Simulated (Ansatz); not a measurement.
Consider the silylene formation by 1,1-elimination: `[F][AlH][NH]C[SiH3]` → `C[NH][AlH][F]` + `[SiH2]`.

Calculated with Ansatz (gas phase, PBE0-D4/def2-TZVP geometries, no zero-point term in ΔE). CBS: MP2 limit from def2 TZ/QZ plus the TZ coupled-cluster correction, frozen cores. This one scheme is used for every species. DFT in def2-TZVPP. One conformer a species, not always the lowest.

```csv
species,revPBE-D4 energy (Eh)
`[F][AlH][NH]C[SiH3]`,-728.87056
`C[NH][AlH][F]`,-438.22579
`[SiH2]`,-290.55931
```

Question: Work out ΔE.

Answer: ΔE = (-438.22579) + (-290.55931) − (-728.87056) = 0.08546 Eh = +224.4 kJ/mol. CCSD(T)/CBS gives +222.5 kJ/mol.

Question: What do rigid-rotor, harmonic-oscillator terms from PBE0-D4/def2-TZVP frequencies (298.15 K, 1 bar) make of the CCSD(T)/CBS value? (Best estimate.)

Answer: The calculation gave: ΔZPE = -8.3 kJ/mol, ΔH = +218.8 kJ/mol, ΔS = 153 J/(mol·K), ΔG = +173.2 kJ/mol. Modes under 50 cm⁻¹ make the entropy rough.

Largest T1 diagnostic among the species: 0.014.

Leaving LDA and LC-ωPBE aside and taking each functional with its dispersion term where it has one, the values, not all of them listed here, spread over 31.9 kJ/mol, from BLYP-D4 to r2SCAN0-D4. LDA lies +36.1 kJ/mol from PBE without D4. The D4 term adds +14.3 kJ/mol with B3LYP and +7.8 kJ/mol with PBE0; it sums over pairs of atoms, weighted by their polarisabilities, and B3LYP, whose exchange is more repulsive, gets the larger term. At CCSD(T), def2-SVP lies −15.6 kJ/mol from the extrapolated value and def2-TZVPP −6.5 kJ/mol.

B3LYP here is the variant with VWN-RPA as its local correlation; programs differ in this.
